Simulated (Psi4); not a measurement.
CH$_{6}$BeOSi, singlet, geometry from GFN2-xTB (such geometries of metal compounds can be far from the true shape), atoms displaced at random by about 0.03 Å a coordinate; B3LYP/6-31G, gradient (Psi4).

Input for Psi4:
```
memory 2 GB

molecule mol {
0 1
Be   -0.668630    0.485290    0.931649
C    -1.689719    1.230766    2.101538
H    -1.985380    0.572075    2.866607
H    -2.612296    1.710478    1.733232
H    -1.213270    2.098350    2.587743
O     0.115731   -0.100229   -0.132598
Si    1.039163   -0.759157   -1.196244
H     0.159688   -1.558749   -2.119481
H     1.907618   -1.619952   -0.580047
H     1.652248    0.360744   -1.965613
symmetry c1
no_reorient
no_com
}

set {
  basis 6-31g
  reference rks
}

gradient('b3lyp')
print_variables()
```

The log (banner, timings and long lists left out):

```
gradient() will perform analytic gradient computation.

   => Loading Basis Set <=

    Name: 6-31G
    Role: ORBITAL
    Keyword: BASIS

         ---------------------------------------------------------
                                   SCF
               by Justin Turney, Rob Parrish, Andy Simmonett
                          and Daniel G. A. Smith
                              RKS Reference
         ---------------------------------------------------------

  ==> Geometry <==

    Molecular point group: c1
    Full point group: C1

    Geometry (in Angstrom), charge = 0, multiplicity = 1:

       Center              X                  Y                   Z               Mass
    ------------   -----------------  -----------------  -----------------  -----------------
         BE          -0.668630000000     0.485290000000     0.931649000000     9.012183065000
         C           -1.689719000000     1.230766000000     2.101538000000    12.000000000000
         H           -1.985380000000     0.572075000000     2.866607000000     1.007825032230
         H           -2.612296000000     1.710478000000     1.733232000000     1.007825032230
         H           -1.213270000000     2.098350000000     2.587743000000     1.007825032230
         O            0.115731000000    -0.100229000000    -0.132598000000    15.994914619570
         SI           1.039163000000    -0.759157000000    -1.196244000000    27.976926534650
         H            0.159688000000    -1.558749000000    -2.119481000000     1.007825032230
         H            1.907618000000    -1.619952000000    -0.580047000000     1.007825032230
         H            1.652248000000     0.360744000000    -1.965613000000     1.007825032230

  Running in c1 symmetry.

  Rotational constants: A =      1.89019  B =      0.06475  C =      0.06466 [cm^-1]
  Rotational constants: A =  56666.41300  B =   1941.29362  C =   1938.56344 [MHz]
  Nuclear repulsion =  130.000051420828385

  Charge       = 0
  Multiplicity = 1
  Electrons    = 38
  Nalpha       = 19
  Nbeta        = 19

  ==> Algorithm <==

  SCF Algorithm Type is DF.
  DIIS enabled.
  MOM disabled.
  Fractional occupation disabled.
  Guess Type is SAD.
  Energy threshold   = 1.00e-08
  Density threshold  = 1.00e-08
  Integral threshold = 1.00e-12

  ==> Primary Basis <==

  Basis Set: 6-31G
    Blend: 6-31G
    Number of shells: 34
    Number of basis functions: 52
    Number of Cartesian functions: 52
    Spherical Harmonics?: false
    Max angular momentum: 1

  ==> DFT Potential <==

   => LibXC <=

    Version 7.1.2
    S. Lehtola, C. Steigemann, M. J. T. Oliveira, and M. A. L. Marques,  SoftwareX 7, 1–5 (2018) (10.1016/j.softx.2017.11.002)

   => Composite Functional: B3LYP <=

    B3LYP Hyb-GGA Exchange-Correlation Functional

    P. J. Stephens, F. J. Devlin, C. F. Chabalowski, and M. J. Frisch,  J. Phys. Chem. 98, 11623 (1994) (10.1021/j100096a001)

    Deriv               =              1
    GGA                 =           TRUE
    Meta                =          FALSE

    Exchange Hybrid     =           TRUE
    MP2 Hybrid          =          FALSE

   => Exchange Functionals <=

    0.0800   Slater exchange
    0.7200         Becke 88

   => Exact (HF) Exchange <=

    0.2000               HF

   => Correlation Functionals <=

    0.1900   Vosko, Wilk & Nusair (VWN5_RPA)
    0.8100   Lee, Yang & Parr

   => LibXC Density Thresholds  <==

    XC_HYB_GGA_XC_B3LYP:  1.00E-15

   => Molecular Quadrature <=

    Radial Scheme          =       TREUTLER
    Pruning Scheme         =           NONE
    Nuclear Scheme         =       TREUTLER

    Blocking Scheme        =         OCTREE
    BS radius alpha        =              1
    Pruning alpha          =              1
    Radial Points          =             75
    Spherical Points       =            302
    Total Points           =         215805
    Total Blocks           =           1638
    Max Points             =            256
    Max Functions          =             50
    Weights Tolerance      =       1.00E-15

   => Loading Basis Set <=

    Name: (6-31G AUX)
    Role: JKFIT
    Keyword: DF_BASIS_SCF

  ==> Integral Setup <==

  SCF_SUBTYPE=INCORE selected. In-core MEM_DF algorithm will be used.
  Using in-core AOs.

  ==> MemDFJK: Density-Fitted J/K Matrices <==

    J tasked:                   Yes
    K tasked:                   Yes
    wK tasked:                   No
    Algorithm:                 Core
    Schwarz Cutoff:           1E-12
    Mask sparsity (%):       4.8077
    Fitting Condition:        1E-10

   => Auxiliary Basis Set <=

  Basis Set: (6-31G AUX)
    Blend: CC-PVDZ-JKFIT + DEF2-UNIVERSAL-JKFIT
    Number of shells: 155
    Number of basis functions: 502
    Number of Cartesian functions: 502
    Spherical Harmonics?: false
    Max angular momentum: 3

  Minimum eigenvalue in the overlap matrix is 1.2385775332E-02.
  Reciprocal condition number of the overlap matrix is 2.5710336571E-03.
    Using symmetric orthogonalization.

  ==> Pre-Iterations <==

  SCF Guess: Superposition of Atomic Densities via on-the-fly atomic UHF (no occupation information).

   -------------------------
    Irrep   Nso     Nmo
   -------------------------
     A         52      52
   -------------------------
    Total      52      52
   -------------------------

  ==> Iterations <==

                           Total Energy        Delta E     RMS |[F,P]|

   @DF-RKS iter SAD:  -420.44501730459649   -4.20445e+02   0.00000e+00
   @DF-RKS iter   1:  -420.72100936391018   -2.75992e-01   1.97345e-02 DIIS/ADIIS
   @DF-RKS iter   2:  -419.73794687712916    9.83062e-01   3.37718e-02 DIIS/ADIIS
   @DF-RKS iter   3:  -421.15312143460335   -1.41517e+00   5.43429e-03 DIIS/ADIIS
   @DF-RKS iter   4:  -421.18986573006055   -3.67443e-02   2.13410e-03 DIIS/ADIIS
   @DF-RKS iter   5:  -421.19604455564837   -6.17883e-03   9.01498e-05 DIIS
   @DF-RKS iter   6:  -421.19605626196710   -1.17063e-05   1.04509e-05 DIIS
[...]
  @DF-RKS Final Energy:  -421.19605643503758
[...]
    Total Energy =                       -421.1960564350375762

Computation Completed

Properties will be evaluated at   0.000000,   0.000000,   0.000000 [a0]

Properties computed using the SCF density matrix

 Multipole Moments:

 ------------------------------------------------------------------------------------
     Multipole            Electronic (a.u.)      Nuclear  (a.u.)        Total (a.u.)
 ------------------------------------------------------------------------------------

 L = 1.  Multiply by 2.5417464519 to convert [e a0] to [Debye]
 Dipole X            :         -0.8690033            1.0769625            0.2079592
 Dipole Y            :          0.9583291           -1.0229617           -0.0646326
 Dipole Z            :         -1.8259622            1.9843353            0.1583730
 Magnitude           :                                                    0.2692701

 ------------------------------------------------------------------------------------

         ------------------------------------------------------------
                                   SCF GRAD
                          Rob Parrish, Justin Turney,
                       Andy Simmonett, and Alex Sokolov
         ------------------------------------------------------------

  ==> Geometry <==

    Molecular point group: c1
    Full point group: C1

    Geometry (in Angstrom), charge = 0, multiplicity = 1:

       Center              X                  Y                   Z               Mass
    ------------   -----------------  -----------------  -----------------  -----------------
         BE          -0.668630000000     0.485290000000     0.931649000000     9.012183065000
         C           -1.689719000000     1.230766000000     2.101538000000    12.000000000000
         H           -1.985380000000     0.572075000000     2.866607000000     1.007825032230
         H           -2.612296000000     1.710478000000     1.733232000000     1.007825032230
         H           -1.213270000000     2.098350000000     2.587743000000     1.007825032230
         O            0.115731000000    -0.100229000000    -0.132598000000    15.994914619570
         SI           1.039163000000    -0.759157000000    -1.196244000000    27.976926534650
         H            0.159688000000    -1.558749000000    -2.119481000000     1.007825032230
         H            1.907618000000    -1.619952000000    -0.580047000000     1.007825032230
         H            1.652248000000     0.360744000000    -1.965613000000     1.007825032230

  Nuclear repulsion =  130.000051420828385

  ==> Basis Set <==

  Basis Set: 6-31G
    Blend: 6-31G
    Number of shells: 34
    Number of basis functions: 52
    Number of Cartesian functions: 52
    Spherical Harmonics?: false
    Max angular momentum: 1

  ==> DFJKGrad: Density-Fitted SCF Gradients <==

    Gradient:                    1
    J tasked:                  Yes
    K tasked:                  Yes
    wK tasked:                  No
    Integrals threads:           1
    Schwarz Cutoff:          1E-12
    Fitting Condition:       1E-10

   => Auxiliary Basis Set <=

  Basis Set: (6-31G AUX)
    Blend: CC-PVDZ-JKFIT + DEF2-UNIVERSAL-JKFIT
    Number of shells: 155
    Number of basis functions: 502
    Number of Cartesian functions: 502
    Spherical Harmonics?: false
    Max angular momentum: 3

  ==> DFT Potential <==

   => LibXC <=

    Version 7.1.2
    S. Lehtola, C. Steigemann, M. J. T. Oliveira, and M. A. L. Marques,  SoftwareX 7, 1–5 (2018) (10.1016/j.softx.2017.11.002)

   => Composite Functional: B3LYP <=

    B3LYP Hyb-GGA Exchange-Correlation Functional

    P. J. Stephens, F. J. Devlin, C. F. Chabalowski, and M. J. Frisch,  J. Phys. Chem. 98, 11623 (1994) (10.1021/j100096a001)

    Deriv               =              1
    GGA                 =           TRUE
    Meta                =          FALSE

    Exchange Hybrid     =           TRUE
    MP2 Hybrid          =          FALSE

   => Exchange Functionals <=

    0.0800   Slater exchange
    0.7200         Becke 88

   => Exact (HF) Exchange <=

    0.2000               HF

   => Correlation Functionals <=

    0.1900   Vosko, Wilk & Nusair (VWN5_RPA)
    0.8100   Lee, Yang & Parr

   => LibXC Density Thresholds  <==

    XC_HYB_GGA_XC_B3LYP:  1.00E-15

   => Molecular Quadrature <=

    Radial Scheme          =       TREUTLER
    Pruning Scheme         =           NONE
    Nuclear Scheme         =       TREUTLER

    Blocking Scheme        =         OCTREE
    BS radius alpha        =              1
    Pruning alpha          =              1
    Radial Points          =             75
    Spherical Points       =            302
    Total Points           =         215805
    Total Blocks           =           1638
    Max Points             =            256
    Max Functions          =             50
    Weights Tolerance      =       1.00E-15

  -Total Gradient:
     Atom            X                  Y                   Z
    ------   -----------------  -----------------  -----------------
       1        0.005287508317    -0.002876799744     0.007845483849
       2       -0.011280288519    -0.027443416818     0.024163868429
       3        0.007916058886     0.022683936250    -0.024706942363
       4       -0.000059349405     0.008773089087     0.009253586153
       5       -0.008546407399     0.004488568821    -0.001736166361
       6        0.080228728280    -0.058457490923    -0.104982430175
       7       -0.016276724262     0.012993437590     0.101299676769
       8       -0.003528676030     0.002422176823     0.005062695358
       9       -0.044121925283     0.036019785654    -0.021957460996
      10       -0.009604690950     0.001379108938     0.005757570721

  Variable Map:
  ----------------------------------------------------------------------------
[...]
  Array Variable Map:
  ----------------------------------------------------------------------------
[...]
[...]
```
